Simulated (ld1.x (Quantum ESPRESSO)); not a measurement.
## Configuration tests for lanthanum (La) (TM)

| Property | Result |
| --- | --- |
| Element | La (Z = 57) |
| Generator | ld1.x (Quantum ESPRESSO) 7.5 |
| Type | norm-conserving Troullier–Martins (Kleinman–Bylander form) |
| Functional | LDA (PZ) |
| Relativity | scalar-relativistic |
| Frozen core | [Kr] 4d10 |
| Valence charge | 11 |
| Reference configuration | 4f0 5s2 5p6 5d1 6s0 6p0 (charge +2) |
| Partial waves | 5s (bound): rc 1.90 bohr; 5p (bound): rc 2.00 bohr; 5d (bound): rc 3.35 bohr; 4f (bound, empty): rc 1.80 bohr |
| Local potential | all-electron potential smoothed inside 1.75 bohr (lloc = -2) |
| Core correction | a·sin(br)/r model core inside 1.20 bohr |

Energies are relative to the spin-unpolarised reference configuration 4f0 5s2 5p6 5d1 6s0 6p0; without spin polarisation the order of configurations can differ from experiment. Spin-polarised rows fill each open shell by Hund’s rule, majority spin first.

(1) Give the all-electron excitation energy and the error of the potential for: 4f0 5s2 5p6 5d1 6s2 6p0; 4f0 5s2 5p6 5d1 6s1 6p0; 4f0 5s2 5p6 5d0 6s0 6p0; 4f0 5s2 5p6 5d1 6s0 6p1; 4f0 5s2 5p6 5d0 6s2 6p1; 4f0 5s2 5p6 5d2 6s1 6p0; 4f1 5s2 5p6 5d0 6s1 6p0; 4f0 5s2 5p6 5d1 6s0 6p0 (spin-polarised); 4f0 5s2 5p6 5d1 6s2 6p0 (spin-polarised).

Answers

(1)

```csv
valence configuration,charge,ΔE all-electron (eV),error AE − PS (meV)
4f0 5s2 5p6 5d1 6s2 6p0,0,-17.315,+213
4f0 5s2 5p6 5d1 6s1 6p0,+1,-11.152,+147
4f0 5s2 5p6 5d0 6s0 6p0,+3,19.101,+3.1
4f0 5s2 5p6 5d1 6s0 6p1,+1,-8.091,+36
4f0 5s2 5p6 5d0 6s2 6p1,0,-14.935,+307
4f0 5s2 5p6 5d2 6s1 6p0,0,-16.487,+92
4f1 5s2 5p6 5d0 6s1 6p0,+1,-10.983,+52
4f0 5s2 5p6 5d1 6s0 6p0 (spin-polarised),+2,-0.135,+1.6
4f0 5s2 5p6 5d1 6s2 6p0 (spin-polarised),0,-17.413,+213
```
